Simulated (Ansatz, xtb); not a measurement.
# Two isomers of C6H5NS

Structure X: `C#Cc1csc(C)n1`, a singlet. Structure Y: `C#Cc1cnc(C)s1`, a singlet. Both are isolated molecules in the gas phase, relaxed with B3LYP-D3(BJ)/def2-SVP.

Energies in hartree; the thermal terms are from GFN2-xTB frequencies at re-optimised GFN2-xTB minima (ideal gas, soft modes damped towards free rotors, one conformer each, 298.15 K, 1 atm) and include the zero-point energy:

|  | X | Y |
| --- | --- | --- |
| E, CCSD(T)/def2-SVP | −682.842666 | −682.844233 |
| E, MP2/def2-SVP | −682.750770 | −682.752247 |
| E, MP2/def2-TZVPP | −683.449807 | −683.450489 |
| zero-point energy | 0.089315 | 0.089366 |
| H(298 K) − E | 0.098412 | 0.098497 |
| G(298 K) − E | 0.056225 | 0.056270 |

Task: Correct the CCSD(T) difference for the basis set by the MP2 change, then work out ΔE, ΔE₀, ΔH and ΔG for X → Y in kJ/mol (1 Eh = 2625.50 kJ/mol) and the equilibrium ratio [Y]/[X].

Result: 1. Differences Y − X: CCSD(T) −0.001567, MP2 in the small set −0.001477, MP2 in the large set −0.000682 Eh.
2. ΔE = −0.001567 + (−0.000682 − (−0.001477)) = −0.000772 Eh = −2.03 kJ/mol.
3. ΔE₀ = ΔE + ΔZPE = −0.000772 + (+0.000051) Eh = −1.89 kJ/mol.
4. ΔH = ΔE + (+0.000085) Eh = −1.80 kJ/mol.
5. ΔG = ΔE + (+0.000045) Eh = −1.91 kJ/mol, so ΔS = (ΔH − ΔG)/T = +0.4 J/(mol K).
6. kT = 0.9442 mEh, so K = [Y]/[X] = exp(−ΔG/kT) = exp(+0.77) ≈ 2.2.

The two are too close for this level to say which is favoured. An error of 4 kJ/mol in ΔG would change K by a factor of 5. Mirror images and further conformers aren't counted.

As drawn, both hold the same kinds of bond in the same numbers.

Other levels gave ΔE = −5.3 (GFN2-xTB); −4.0 (HF/STO-3G, GFN2-xTB geometries); −7.8 (r2SCAN-D4/def2-SVP, GFN2-xTB geometries); −7.0 (B3LYP-D3(BJ)/def2-SVP); −3.5 (HF/def2-SVP); −3.9 (MP2/def2-SVP); −4.1 (CCSD(T)/def2-SVP) kJ/mol. The correlated steps freeze 12 core orbitals. Programs: Ansatz 0.2.0, xtb 6.7.1.
